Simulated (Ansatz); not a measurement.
Ansatz (a program for electronic structure) job for C2H4Cl2Si, SMILES Cl/C=C\[SiH2]Cl, PBE0-D3(BJ)/def2-SVP. 

Ansatz 0.2 input:
```yaml
crystal:
  periodic: [false, false, false]
  atoms:
    - {symbol: Cl, position_ang: [2.26210294, 0.75406012, -0.94903028]}
    - {symbol: C, position_ang: [1.85199795, -0.52180153, 0.12298420]}
    - {symbol: C, position_ang: [0.60325371, -0.74671532, 0.49776161]}
    - {symbol: Si, position_ang: [-0.85934898, 0.28777209, -0.08797294]}
    - {symbol: Cl, position_ang: [-2.50478355, -0.49608944, 0.77700009]}
    - {symbol: H, position_ang: [2.70836813, -1.09819190, 0.44267094]}
    - {symbol: H, position_ang: [0.43668343, -1.57240528, 1.17588276]}
    - {symbol: H, position_ang: [-1.00507022, 0.19414767, -1.53816748]}
    - {symbol: H, position_ang: [-0.71503516, 1.67323949, 0.35127335]}
basis:
  gaussian:
    orbitals: def2-SVP
hamiltonian:
  xc: pbe0
  dispersion: d3bj
relax: {f_tol: 0.002, max_steps: 200}
```

Log of the run:

```
WARN ansatz: RAYON_NUM_THREADS=1 ignored (pool sized by the plan → 1); use --threads N
Functional definition: PBE0
integrals: 0.05 GiB planned
1068 factors; integrals over basis functions are off by at most 6.7e-4 eV
mean field: 0.46 GiB planned
mean field evaluation 1: about -35032.4546 eV, gradient 4.1e1 eV
mean field evaluation 2: about -35029.5030 eV, gradient 5.1e1 eV
mean field evaluation 4: about -35036.6702 eV, gradient 4.2e0 eV
mean field evaluation 8: about -35036.7336 eV, gradient 3.2e-2 eV
mean field -35036.73357983 eV, -1287.5762103079 hartree, gradient 1.4e-5 eV, S^2 0.000000; 0 other end points of the search recorded, 0 dependent functions left out
the calculation of the forces begins
reference -35036.73360459 eV, -1287.5762112176 hartree; 32, 32 occupied and 70, 70 virtual orbitals, 1068 factors
relax step   1: F+E_penalty+E_count = -35036.96720092 eV  Δ(F+E_penalty+E_count) = +0.000e0 eV  max|allowed force component| = 1.155e0 eV/Å  Δτ_max = 0.0000 Å  (26 SCF iters, accepted)
these checks for a lower state are left out or cut short: starts, cluster_reference, orbital_swaps, neighbouring_geometries, increment
integrals: 0.05 GiB planned
1068 factors; integrals over basis functions are off by at most 7.2e-4 eV
mean field: 0.46 GiB planned
mean field evaluation 16: about -35036.7565 eV, gradient 3.3e0 eV
mean field -35036.79636698 eV, -1287.5785176928 hartree, gradient 1.6e-5 eV, S^2 0.000000; 0 other end points of the search recorded, 0 dependent functions left out
the calculation of the forces begins
reference -35036.79639195 eV, -1287.5785186106 hartree; 32, 32 occupied and 70, 70 virtual orbitals, 1068 factors
relax step   2: F+E_penalty+E_count = -35037.02774593 eV  Δ(F+E_penalty+E_count) = -6.055e-2 eV  max|allowed force component| = 2.658e-1 eV/Å  Δτ_max = 0.0705 Å  (30 SCF iters, accepted)
these checks for a lower state are left out or cut short: starts, cluster_reference, orbital_swaps, neighbouring_geometries, increment
integrals: 0.05 GiB planned
1068 factors; integrals over basis functions are off by at most 7.3e-4 eV
mean field: 0.46 GiB planned
mean field -35036.80052001 eV, -1287.5786703139 hartree, gradient 1.7e-5 eV, S^2 0.000000; 0 other end points of the search recorded, 0 dependent functions left out
the calculation of the forces begins
reference -35036.80054497 eV, -1287.5786712311 hartree; 32, 32 occupied and 70, 70 virtual orbitals, 1068 factors
relax step   3: F+E_penalty+E_count = -35037.03219361 eV  Δ(F+E_penalty+E_count) = -4.448e-3 eV  max|allowed force component| = 7.239e-2 eV/Å  Δτ_max = 0.0188 Å  (31 SCF iters, accepted)
these checks for a lower state are left out or cut short: starts, cluster_reference, orbital_swaps, neighbouring_geometries, increment
integrals: 0.05 GiB planned
1068 factors; integrals over basis functions are off by at most 7.3e-4 eV
mean field: 0.46 GiB planned
mean field evaluation 32: about -35036.8007 eV, gradient 2.2e-4 eV
mean field -35036.80074129 eV, -1287.5786784459 hartree, gradient 1.0e-5 eV, S^2 0.000000; 0 other end points of the search recorded, 0 dependent functions left out
the calculation of the forces begins
reference -35036.80076624 eV, -1287.5786793630 hartree; 32, 32 occupied and 70, 70 virtual orbitals, 1068 factors
relax step   4: F+E_penalty+E_count = -35037.03253375 eV  Δ(F+E_penalty+E_count) = -3.401e-4 eV  max|allowed force component| = 4.626e-2 eV/Å  Δτ_max = 0.0052 Å  (24 SCF iters, accepted)
these checks for a lower state are left out or cut short: starts, cluster_reference, orbital_swaps, neighbouring_geometries, increment
integrals: 0.05 GiB planned
1068 factors; integrals over basis functions are off by at most 7.3e-4 eV
mean field: 0.46 GiB planned
mean field -35036.80078369 eV, -1287.5786800040 hartree, gradient 2.2e-5 eV, S^2 0.000000; 0 other end points of the search recorded, 0 dependent functions left out
the calculation of the forces begins
reference -35036.80080865 eV, -1287.5786809212 hartree; 32, 32 occupied and 70, 70 virtual orbitals, 1068 factors
relax step   5: F+E_penalty+E_count = -35037.03260125 eV  Δ(F+E_penalty+E_count) = -6.750e-5 eV  max|allowed force component| = 8.840e-3 eV/Å  Δτ_max = 0.0030 Å  (23 SCF iters, accepted)
these checks for a lower state are left out or cut short: starts, cluster_reference, orbital_swaps, neighbouring_geometries, increment
integrals: 0.05 GiB planned
1068 factors; integrals over basis functions are off by at most 7.3e-4 eV
mean field: 0.46 GiB planned
mean field -35036.80079441 eV, -1287.5786803980 hartree, gradient 4.6e-5 eV, S^2 0.000000; 0 other end points of the search recorded, 0 dependent functions left out
the calculation of the forces begins
reference -35036.80081937 eV, -1287.5786813152 hartree; 32, 32 occupied and 70, 70 virtual orbitals, 1068 factors
relax step   6: F+E_penalty+E_count = -35037.03260520 eV  Δ(F+E_penalty+E_count) = -3.954e-6 eV  max|allowed force component| = 7.902e-3 eV/Å  Δτ_max = 0.0017 Å  (20 SCF iters, accepted)
these checks for a lower state are left out or cut short: starts, cluster_reference, orbital_swaps, neighbouring_geometries, increment
integrals: 0.05 GiB planned
1068 factors; integrals over basis functions are off by at most 7.3e-4 eV
mean field: 0.46 GiB planned
mean field -35036.80078116 eV, -1287.5786799109 hartree, gradient 2.5e-5 eV, S^2 0.000000; 0 other end points of the search recorded, 0 dependent functions left out
the calculation of the forces begins
reference -35036.80080611 eV, -1287.5786808281 hartree; 32, 32 occupied and 70, 70 virtual orbitals, 1068 factors
relax step   7: F+E_penalty+E_count = -35037.03260715 eV  Δ(F+E_penalty+E_count) = -1.951e-6 eV  max|allowed force component| = 1.507e-3 eV/Å  Δτ_max = 0.0010 Å  (20 SCF iters, accepted)
integrals: 0.05 GiB planned
1068 factors; integrals over basis functions are off by at most 7.3e-4 eV
mean field: 0.46 GiB planned
mean field evaluation 64: about -35036.8008 eV, gradient 7.7e-5 eV
mean field -35036.80078116 eV, -1287.5786799109 hartree, gradient 2.5e-5 eV, S^2 0.000000; 1 other end points of the search recorded, 0 dependent functions left out
the calculation of the forces begins
reference -35036.80080611 eV, -1287.5786808281 hartree; 32, 32 occupied and 70, 70 virtual orbitals, 1068 factors
Total energy: -35037.03263211 eV, -1287.5872002763 hartree
Atom 0 at     2.277360     0.768040    -0.957283 Å, force     0.000213     0.000278    -0.000046 eV/Å
Atom 1 at     1.857857    -0.519765     0.121330 Å, force     0.000793    -0.000008    -0.000034 eV/Å
Atom 2 at     0.600551    -0.751317     0.500144 Å, force    -0.001507    -0.000727     0.000721 eV/Å
Atom 3 at    -0.846059     0.277801    -0.083123 Å, force     0.000228    -0.000096    -0.000036 eV/Å
Atom 4 at    -2.553160    -0.505160     0.796438 Å, force    -0.000141    -0.000042     0.000178 eV/Å
Atom 5 at     2.726444    -1.101381     0.443001 Å, force     0.000467    -0.000018    -0.000182 eV/Å
Atom 6 at     0.435013    -1.589929     1.185721 Å, force    -0.000093     0.000743    -0.000534 eV/Å
Atom 7 at    -1.007918     0.199367    -1.560493 Å, force    -0.000035    -0.000119    -0.000084 eV/Å
Atom 8 at    -0.711920     1.696360     0.346667 Å, force     0.000076    -0.000012     0.000016 eV/Å
Dipole moment:     0.343381    -0.117469     0.039165 e Å
```

The calculation finished and met its thresholds.

Cost: roughly 27 core-seconds.
